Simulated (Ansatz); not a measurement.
Bonds to the group Y in Y-Sn(OH)3. Gas-phase values, no solvent. Each species was relaxed from one start; no search for lower structures was made at this level. In the def2 sets, heavy atoms carry core potentials. Strings in code marks are SMILES.

These are Ansatz (a first-principles code) with CAM-B3LYP-D3(BJ)/def2-TZVP // PBE0-D3(BJ)/def2-SVP values and carry that method's errors. 

```
species                                                 HOMO–LUMO gap (eV)   HOMO (eV)
------------------------------------------------------  ------------------  ----------
group removed as a radical (`[OH][Sn]([OH])[OH]`)                        –           –
Y = methyl (`[CH3][Sn]([OH])([OH])[OH]`)                              9.84       -9.83
Y = isopropyl                                                         9.20       -9.18
Y = n-butyl                                                     (withheld)       -9.42
Y = tert-butyl (`[Sn]([OH])([C](C)(C)C)([OH])[OH]`)                   8.93       -8.94
Y = phenyl (`c1ccc[c](c1)[Sn]([OH])([OH])[OH]`)                 (withheld)  (withheld)
Y = trifluoromethyl (`[OH][Sn]([OH])([OH])[C](F)(F)F`)                9.54      -10.33
Y = cyclopentyl (`[OH][Sn]([OH])([OH])[CH]1CCCC1`)                    9.35       -9.28
```

### Question
Fill in the missing entries.

### Answer

- Y = n-butyl, HOMO–LUMO gap (eV): 9.49
- Y = phenyl (`c1ccc[c](c1)[Sn]([OH])([OH])[OH]`), HOMO–LUMO gap (eV): 8.88
- Y = phenyl (`c1ccc[c](c1)[Sn]([OH])([OH])[OH]`), HOMO (eV): -8.90
